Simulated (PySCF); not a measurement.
CBClF₄, SMILES FB(Cl)C(F)(F)F.

Geometry: ωB97X-D3(BJ)/def2-SVP. This is a generated structure with no PubChem entry under its InChIKey; it may be hypothetical.

Level of theory: PySCF with ωB97X/def2-TZVP.

The total energy comes out as -922.74795 hartree, the highest occupied level is -12.47 eV and the lowest empty level is 0.48 eV. The orbital gap comes out as 12.95 eV, the dipole moment comes out as 1.22 D and the quadrupole, principal values (traceless, Buckingham form, about the centre of nuclear charge) comes out as -2.54, 0.15, 2.39 D·Å. The mean static polarisability is 37.9 bohr³ (5.62 Å³) and the polarisability, principal values is 32.1, 35.6, 46.1 bohr³.
